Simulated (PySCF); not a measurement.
Ta(S)(OH)(NH2)2 (H5N2OSTa), SMILES [NH2][Ta]([NH2])([OH])=[S], multiplicity 1. Atoms are numbered in the order given.

```xyz
10

Ta    -0.1397    -0.0123     0.0000
S      2.0328    -0.0615     0.0000
O     -0.9865    -1.7176     0.0000
H     -0.7153    -2.6392     0.0000
N     -0.7218     0.9475    -1.6258
H     -1.6942     1.0851    -1.8922
H     -0.1119     1.4136    -2.2913
N     -0.7218     0.9475     1.6258
H     -0.1119     1.4136     2.2913
H     -1.6942     1.0851     1.8922
```

Geometry optimised at PBE0-D3(BJ)/def2-SVP. The spin state was assumed, not searched. The structure was generated by enumeration; whether it is a known compound was not checked. The def2 effective core potentials stand for the cores of Ta; spin–orbit coupling is left out. One conformer was computed; it need not be the lowest.

All values below come from CAM-B3LYP/def2-TZVP run with PySCF.

```
Quantity                                                                                                       Result
---------------------------------------------------------------------------------------------  ----------------------
total energy                                                                                       -643.13835 hartree
point group                                                                                                        Cs
highest occupied level                                                                                       -8.45 eV
lowest empty level                                                                                            0.18 eV
orbital gap                                                                                                   8.64 eV
dipole moment                                                                                                  3.58 D
quadrupole, principal values (traceless, Buckingham form, about the centre of nuclear charge)   -9.49, 3.99, 5.50 D·Å
mean static polarisability                                                                      78.2 bohr³ (11.59 Å³)
polarisability, principal values                                                               68.9, 73.4, 92.3 bohr³
```
